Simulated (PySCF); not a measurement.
**How the method changes the constants of EuCl**

State: nonet, about 7.0 electrons in the 4f shell (Mulliken). Set-up: PySCF, spin-free X2C with a Gaussian nucleus, basis sets Eu x2c-SVPall, Cl x2c-SVPall. De refers to Eu (4f7 6s2) + Cl in their high-spin ground configurations, without counterpoise correction. The functionals are run spin-unrestricted. A positive dipole means Eu(−)Cl(+).

| Level | Re (Å) | ωe (cm⁻¹) | De (eV) | μ (D) | CPU s a point (SCF and correlation, without the integrals) |
| --- | --- | --- | --- | --- | --- |
| UHF | 2.635 | 287 | n/a | -5.15 | 1.9 |
| UHF-MP2 | 2.521 | 319 | n/a | n/a | 3.9 |
| UHF-SCS-MP2 | 2.545 | 312 | n/a | n/a | n/a |
| PBE | 2.539 | 300 | 4.68 | -4.39 | 4.4 |
| r²SCAN | 2.548 | 302 | 5.02 | -4.75 | 6 |
| PBE0 | 2.547 | 302 | 4.62 | -4.68 | 7 |
| B97-3 | 2.572 | 292 | 4.25 | -4.76 | 4.6 |
| B2PLYP | 2.550 | 306 | 4.28 | -4.85 | 6 |

The bond length runs from 2.521 Å (UHF-MP2) to 2.635 Å (UHF). De spans 4.25 eV (B97-3, global hybrid GGA) to 5.02 eV (r²SCAN, meta-GGA).

Correlated steps freeze 23 core orbitals. These are scalar-relativistic numbers at best; spin–orbit coupling would shift them, the dissociation energy most. B2PLYP dipoles, levels and charges come from its SCF part alone. With d or f electrons several states lie close, and the lowest PBE0 determinant need not be the measured ground state.

The whole job (state search and all levels along the bond) took about 7 min on 2 threads of Arm Neoverse V2 (shared host), peak memory 2.8 GiB.
